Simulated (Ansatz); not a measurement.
cis-PdH2(NH3)2 (PdN2H8). Total charge 0; singlet. Geometry r2SCAN-D4/def2-SVP.

```tsv
atom	x (Å)	y (Å)	z (Å)
N1	1.4687	0.5724	-0.7163
N2	-0.8560	-1.3742	0.6138
Pd3	-0.5843	0.7645	0.0976
H4	-1.9921	1.1196	0.6137
H5	-0.6060	2.2802	-0.1788
H6	1.4461	0.9262	-1.6743
H7	1.9557	-0.3255	-0.7424
H8	2.0611	1.2165	-0.1895
H9	-1.6969	-1.6940	0.1300
H10	-1.0686	-1.4177	1.6120
H11	-0.1278	-2.0682	0.4343
```

In the def2 sets Pd takes a core potential, while STO-3G treats all electrons; there is no spin–orbit coupling. LC-ωPBE has ω = 0.4 bohr⁻¹.

**Question.** Estimate the orbital energies around the gap (eV) in Ansatz with HF/STO-3G, PBE-D4/def2-SVP, r2SCAN-D4/def2-TZVP, PBE0-D4/def2-TZVP, LC-ωPBE/def2-TZVP.

**Answer.** 
| orbital | HF/STO-3G | PBE-D4/def2-SVP | r2SCAN-D4/def2-TZVP | PBE0-D4/def2-TZVP | LC-ωPBE/def2-TZVP |
| --- | --- | --- | --- | --- | --- |
| HOMO−5 | -7.28 | -6.09 | -6.56 | -7.58 | -10.31 |
| HOMO−4 | -5.73 | -6.04 | -6.47 | -7.46 | -10.18 |
| HOMO−3 | -4.41 | -4.68 | -5.01 | -6.42 | -9.15 |
| HOMO−2 | -3.56 | -4.34 | -4.64 | -6.09 | -8.85 |
| HOMO−1 | -3.53 | -4.26 | -4.56 | -6.03 | -8.79 |
| HOMO | -2.37 | -3.73 | -3.99 | -5.09 | -7.70 |
| LUMO | 9.07 | -0.56 | -0.20 | -0.10 | 1.81 |
| LUMO+1 | 11.85 | -0.45 | -0.19 | 0.13 | 2.02 |
| LUMO+2 | 12.87 | 0.31 | 0.70 | 0.85 | 2.35 |
| LUMO+3 | 16.05 | 1.34 | 1.54 | 2.00 | 3.70 |
| LUMO+4 | 16.56 | 1.71 | 2.09 | 2.00 | 4.24 |
| LUMO+5 | 17.41 | 2.50 | 2.84 | 2.84 | 4.49 |
